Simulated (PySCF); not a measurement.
**PbF, MP2: how much the basis matters**

PySCF, UHF reference; doublet, unpaired electrons π ↑; De to Pb + F without counterpoise correction. Frozen cores follow the default of each basis and core potential.

| basis | relativity | functions | Re (Å) | ωe (cm⁻¹) | De (eV) | frozen orbitals |
| --- | --- | --- | --- | --- | --- | --- |
| cc-pVDZ-PP/cc-pVDZ | scalar-relativistic core potentials | 37 | 2.065 | 559 | 4.00 | 5 |
| def2-SVP | scalar-relativistic core potentials | 40 | 2.062 | 559 | 4.16 | 5 |
| aug-cc-pVDZ-PP/aug-cc-pVDZ | scalar-relativistic core potentials | 55 | 2.079 | 516 | 4.76 | 5 |
| x2c-TZVPPall | spin-free X2C | 114 | 2.051 | 528 | 4.63 | 35 |

Task: How does each smaller set differ from the one with most functions, x2c-TZVPPall?

Result: cc-pVDZ-PP/cc-pVDZ: +1.4 pm, +5.9 % in ωe, -0.63 eV in De; def2-SVP: +1.1 pm, +5.9 % in ωe, -0.47 eV in De; aug-cc-pVDZ-PP/aug-cc-pVDZ: +2.8 pm, -2.3 % in ωe, +0.13 eV in De. All at MP2; the set with most functions is neither the basis-set limit nor always the best. The rows treat relativity differently, so the differences are not basis effects alone.

Correlated steps freeze the inner cores (5 to 35 orbitals); shallow outer-core shells are correlated. Correlated levels converge slowly with the basis: in double zeta they bind strong bonds too weakly, by up to about 1 eV, and carry superposition errors of some tenths. Spin–orbit coupling is left out, which matters for elements this heavy, above all for dissociation energies. The state was picked by a PBE0 search and need not be the measured ground state.
